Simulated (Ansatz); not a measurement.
One change: `N[SiH2]OP` becomes `O[SiH2]OP`.

Ansatz, PBE0-D4/def2-TZVP geometries, multiplicity 1. Each molecule was computed in one conformer, which needn't be the lowest.

```
                                          property  `N[SiH2]OP`
                 HOMO energy (PBE/def2-TZVPP) / eV        -5.82
size of the dipole moment (ωB97M-V/def2-TZVPP) / D         1.47
               HOMO energy (B3LYP/def2-TZVPP) / eV        -6.87
               LUMO energy (B3LYP/def2-TZVPP) / eV        -0.32
              HOMO–LUMO gap (PBE0/def2-TZVPP) / eV         6.96
                HOMO energy (PBE0/def2-TZVPP) / eV        -7.06
```

(1) What does the change do to each property? (An estimate is asked.)

Results:

(1) Computed: 
| property | `O[SiH2]OP` | shift |
| --- | --- | --- |
| HOMO energy (PBE/def2-TZVPP) / eV | -6.06 | -0.24 |
| size of the dipole moment (ωB97M-V/def2-TZVPP) / D | 1.36 | -0.11 |
| HOMO energy (B3LYP/def2-TZVPP) / eV | -7.11 | -0.24 |
| LUMO energy (B3LYP/def2-TZVPP) / eV | -0.56 | -0.24 |
| HOMO–LUMO gap (PBE0/def2-TZVPP) / eV | 6.96 | 0.00 |
| HOMO energy (PBE0/def2-TZVPP) / eV | -7.30 | -0.24 |

The zero-point energy changes by -31.2 kJ/mol with -3 modes. Dipoles are sizes alone; their direction can turn.

B3LYP here is the variant with VWN-RPA as its local correlation; programs differ in this.
